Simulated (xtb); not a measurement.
xtb job for Zn(Br)(OH) (BrHOZn), SMILES [OH][Zn][Br], GFN2-xTB. 

```
$ xtb mol.xyz --gfn 2 --sp --chrg 0 --uhf 0 --json
$ cat mol.xyz
4

Zn     0.30472131     0.84620955    -0.00000000
Br    -0.10546940    -1.33346887     0.00000000
O     -0.63745120     2.26405763    -0.00000000
H     -0.35060069     3.17266309     0.00000000
```

It prints:

```
[banner left out]
          |                Calculation Setup                |
           -------------------------------------------------



           -------------------------------------------------
          |                 G F N 2 - x T B                 |
           -------------------------------------------------

        Reference                      10.1021/acs.jctc.8b01176
      * Hamiltonian:
        H0-scaling (s, p, d)           1.850000    2.230000    2.230000
        zeta-weighting                 0.500000
      * Dispersion:
        s8                             2.700000
        a1                             0.520000
        a2                             5.000000
        s9                             5.000000
      * Repulsion:
        kExp                           1.500000    1.000000
        rExp                           1.000000
      * Coulomb:
        alpha                          2.000000
        third order                    shell-resolved
        anisotropic                    true
        a3                             3.000000
        a5                             4.000000
        cn-shift                       1.200000
        cn-exp                         4.000000
        max-rad                        5.000000


          ...................................................
          :                      SETUP                      :
          :.................................................:
          :  # basis functions                  19          :
          :  # atomic orbitals                  18          :
          :  # shells                            8          :
          :  # electrons                        16          :
          :  max. iterations                   250          :
          :  Hamiltonian                  GFN2-xTB          :
          :  restarted?                      false          :
          :  GBSA solvation                  false          :
          :  PC potential                    false          :
          :  electronic temp.          300.0000000     K    :
          :  accuracy                    1.0000000          :
          :  -> integral cutoff          0.2500000E+02      :
          :  -> integral neglect         0.1000000E-07      :
          :  -> SCF convergence          0.1000000E-05 Eh   :
          :  -> wf. convergence          0.1000000E-03 e    :
          :  Broyden damping             0.4000000          :
          :  net charge                          0          :
          :  unpaired electrons                  0          :
          ...................................................

 iter      E             dE          RMSdq      gap      omega  full diag
   1     -9.2339162 -0.923392E+01  0.135E+01    3.22       0.0  T
   2     -9.2271309  0.678528E-02  0.586E+00    4.63       1.0  T
   3     -9.1887348  0.383961E-01  0.683E+00    2.92       1.0  T
   4     -9.2689909 -0.802560E-01  0.238E+00    3.53       1.0  T
   5     -9.2742283 -0.523742E-02  0.115E+00    3.72       1.0  T
   6     -9.2742041  0.241998E-04  0.779E-01    3.73       1.0  T
   7     -9.2748874 -0.683332E-03  0.273E-01    3.82       1.0  T
   8     -9.2749820 -0.945715E-04  0.219E-01    3.79       1.0  T
   9     -9.2750055 -0.234546E-04  0.529E-02    3.83       1.0  T
  10     -9.2750110 -0.552204E-05  0.246E-02    3.82       2.0  T
  11     -9.2750112 -0.241997E-06  0.456E-03    3.82      11.0  T
  12     -9.2750112 -0.216466E-07  0.306E-03    3.82      16.3  T
  13     -9.2750113 -0.193955E-07  0.131E-03    3.82      38.2  T
  14     -9.2750113 -0.893289E-09  0.262E-04    3.82     190.6  T
  15     -9.2750113 -0.436451E-11  0.154E-05    3.82    3238.4  T

   *** convergence criteria satisfied after 15 iterations ***

         #    Occupation            Energy/Eh            Energy/eV
      -------------------------------------------------------------
         1        2.0000           -0.8551924             -23.2710
         2        2.0000           -0.6991434             -19.0247
         3        2.0000           -0.5895039             -16.0412
         4        2.0000           -0.5203167             -14.1585
         5        2.0000           -0.4768042             -12.9745
         6        2.0000           -0.4653270             -12.6622
         7        2.0000           -0.4447436             -12.1021
         8        2.0000           -0.4443438             -12.0912 (HOMO)
         9                         -0.3039779              -8.2717 (LUMO)
        10                         -0.0836148              -2.2753
        11                         -0.0161350              -0.4391
        12                          0.0224455               0.6108
        13                          0.0229663               0.6249
       ...                                ...                  ...
        18                          1.0641789              28.9578
      -------------------------------------------------------------
                  HL-Gap            0.1403659 Eh            3.8196 eV
             Fermi-level           -0.3741608 Eh          -10.1814 eV

 SCC (total)                   0 d,  0 h,  0 min,  0.002 sec
 SCC setup                      ...        0 min,  0.000 sec (  2.856%)
 Dispersion                     ...        0 min,  0.000 sec (  1.127%)
 classical contributions        ...        0 min,  0.000 sec (  0.619%)
 integral evaluation            ...        0 min,  0.000 sec ( 14.516%)
 iterations                     ...        0 min,  0.001 sec ( 59.348%)
 molecular gradient             ...        0 min,  0.000 sec ( 19.056%)
 printout                       ...        0 min,  0.000 sec (  2.142%)

         :::::::::::::::::::::::::::::::::::::::::::::::::::::
         ::                     SUMMARY                     ::
         :::::::::::::::::::::::::::::::::::::::::::::::::::::
         :: total energy              -9.248211998357 Eh    ::
         :: gradient norm              0.000069426020 Eh/a0 ::
         :: HOMO-LUMO gap              3.819550591242 eV    ::
         ::.................................................::
         :: SCC energy                -9.275011425346 Eh    ::
         :: -> isotropic ES            0.091522292167 Eh    ::
         :: -> anisotropic ES         -0.002799883114 Eh    ::
         :: -> anisotropic XC         -0.017206077210 Eh    ::
         :: -> dispersion             -0.001714449017 Eh    ::
         :: repulsion energy           0.026799426989 Eh    ::
         :: add. restraining           0.000000000000 Eh    ::
         :: total charge              -0.000000000000 e     ::
         :::::::::::::::::::::::::::::::::::::::::::::::::::::

           -------------------------------------------------
          |                Property Printout                |
           -------------------------------------------------

    * Orbital Energies and Occupations

         #    Occupation            Energy/Eh            Energy/eV
      -------------------------------------------------------------
         1        2.0000           -0.8551924             -23.2710
         2        2.0000           -0.6991434             -19.0247
         3        2.0000           -0.5895039             -16.0412
         4        2.0000           -0.5203167             -14.1585
         5        2.0000           -0.4768042             -12.9745
         6        2.0000           -0.4653270             -12.6622
         7        2.0000           -0.4447436             -12.1021
         8        2.0000           -0.4443438             -12.0912 (HOMO)
         9                         -0.3039779              -8.2717 (LUMO)
        10                         -0.0836148              -2.2753
Note: The following floating-point exceptions are signalling: IEEE_DENORMAL
normal termination of xtb
        11                         -0.0161350              -0.4391
        12                          0.0224455               0.6108
        13                          0.0229663               0.6249
        14                          0.0279606               0.7608
        15                          0.0281418               0.7658
        16                          0.0682616               1.8575
        17                          0.2512368               6.8365
        18                          1.0641789              28.9578
      -------------------------------------------------------------
                  HL-Gap            0.1403659 Eh            3.8196 eV
             Fermi-level           -0.3741608 Eh          -10.1814 eV

     #   Z          covCN         q      C6AA      α(0)
     1  30 Zn       1.537     0.318   121.319    21.516
     2  35 Br       0.798    -0.110   187.678    22.087
     3   8 O        1.544    -0.524    23.496     6.539
     4   1 H        0.807     0.316     0.675     1.290

 Mol. C6AA /au·bohr⁶  :        909.243452
 Mol. C8AA /au·bohr⁸  :      52604.485445
 Mol. α(0) /au        :         51.432795


Wiberg/Mayer (AO) data.
largest (>0.10) Wiberg bond orders for each atom

 ---------------------------------------------------------------------------
     #   Z sym  total        # sym  WBO       # sym  WBO       # sym  WBO
 ---------------------------------------------------------------------------
     1  30 Zn   2.041 --     2 Br   1.041     3 O    0.992
     2  35 Br   1.287 --     1 Zn   1.041     3 O    0.241
     3   8 O    2.120 --     1 Zn   0.992     4 H    0.887     2 Br   0.241
     4   1 H    0.900 --     3 O    0.887
 ---------------------------------------------------------------------------

Topologies differ in total number of bonds
Writing topology from bond orders to xtbtopo.mol

molecular dipole:
                 x           y           z       tot (Debye)
 q only:        0.627       0.438       0.000
   full:        1.158       1.893       0.000       5.640
molecular quadrupole (traceless):
                xx          xy          yy          xz          yz          zz
 q only:       -1.458       2.526       2.135       0.000       0.000      -0.677
  q+dip:        1.080       3.153      -3.248      -0.000      -0.000       2.169
   full:        1.219       3.657      -3.792      -0.000      -0.000       2.573


           -------------------------------------------------
          | TOTAL ENERGY               -9.248211998357 Eh   |
          | GRADIENT NORM               0.000069426020 Eh/α |
          | HOMO-LUMO GAP               3.819550591242 eV   |
           -------------------------------------------------

------------------------------------------------------------------------
------------------------------------------------------------------------
 total:
 SCF:
```

Self-consistency was reached.
